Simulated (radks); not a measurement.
The nuclear charge of the rhenium ion Re2+ is varied continuously with 73 electrons held in [Xe] 4f14 5d5. Method: non-relativistic Kohn-Sham, BLYP, spin-polarised, spherical densities, point nucleus; open shells are filled with parallel spins first (spin-orbit coupling, left out, can overturn this in heavy ions); relativity is left out, which matters for an element this heavy; computed with a radial shooting solver on a logarithmic mesh with Libxc functionals. By the Hellmann-Feynman theorem dE/dZ = E(electron-nucleus)/Z, the electronic potential at the nucleus.

| Z | E (hartree) | E(electron-nucleus)/Z (hartree) | HOMO | e(HOMO) (eV) | <r> HOMO (bohr) |
|---|---|---|---|---|---|
| 74.5 | -15538.9430 | -496.351 | 5d | -16.797 | 1.846 |
| 75 | -15788.2138 | -500.730 | 5d | -23.012 | 1.740 |
| 75.5 | -16039.6714 | -505.099 | 5d | -29.769 | 1.653 |
| 76 | -16293.3108 | -509.458 | 5d | -37.019 | 1.579 |

The central difference of E at Z = 75 is -500.728 hartree, to compare with the third column; the second derivative is -8.75 hartree.
